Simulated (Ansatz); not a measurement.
Harmonic frequencies (cm⁻¹) at PBE0-D4/def2-TZVP from Ansatz: 101, 122, 137, 145, 158, 206, 281, 295, 351, 356, 455, 464, 496, 512, 623, 641, 690, 1542, 1544, 3565, 3569, 3658, 3661, 3995.

Each molecule was computed in one conformer, which needn't be the lowest.

(1) Which molecule is it?
A. `[SiH3][O][Hf]([Cl])([Cl])[Cl]`
B. `C[O][Hf]([Cl])([I])[O]C`
C. `[NH2][Hf]([NH2])([OH])[OH]`
D. `[NH2][Hf]([NH2])([OH])[Cl]`

## Answers

(1) D.
